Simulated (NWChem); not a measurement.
# C3H2F4; SMILES FC(F)=CC(F)F

```xyz
9

F     -1.2177     1.5230     0.0000
C      0.0658     1.2643     0.0000
F      0.7538     2.3718     0.0000
C      0.5952     0.0471     0.0000
C     -0.2282    -1.1892     0.0000
F      0.0611    -1.9420     1.0873
F      0.0611    -1.9420    -1.0873
H      1.6814    -0.0516     0.0000
H     -1.3112    -0.9806     0.0000
```
Atoms are numbered in this order, from 1.

Level: PBE0/def2-SVP (NWChem), optimised geometry, unscaled harmonic frequencies. 

### Question
List the harmonic frequencies with IR intensities, and the thermochemistry.

### Answer
| frequency (cm⁻¹) | IR intensity (km/mol) |
|---|---|
| 54 | 2.0 |
| 136 | 0.1 |
| 178 | 4.9 |
| 371 | 3.8 |
| 484 | 1.2 |
| 533 | 14.6 |
| 568 | 13.1 |
| 640 | 0.5 |
| 655 | 0.9 |
| 830 | 36.1 |
| 982 | 90.7 |
| 1125 | 193.4 |
| 1142 | 219.3 |
| 1160 | 56.3 |
| 1260 | 10.7 |
| 1386 | 28.2 |
| 1392 | 152.9 |
| 1463 | 116.3 |
| 1851 | 370.7 |
| 3110 | 27.1 |
| 3257 | 7.4 |

```
Property                                                                            Value
-----------------------------------------------------------------------  ----------------
zero-point energy                                                           32.3 kcal/mol
thermal correction to the enthalpy at 298.15 K (with zero-point energy)     36.8 kcal/mol
heat capacity Cv                                                         20.9 cal/(mol K)
entropy at 298.15 K and 1 atm (symmetry number 1)                        82.0 cal/(mol K)
dipole moment                                                                      1.27 D
```

Rigid rotor and harmonic oscillator; modes under 100 cm⁻¹ make the entropy uncertain.
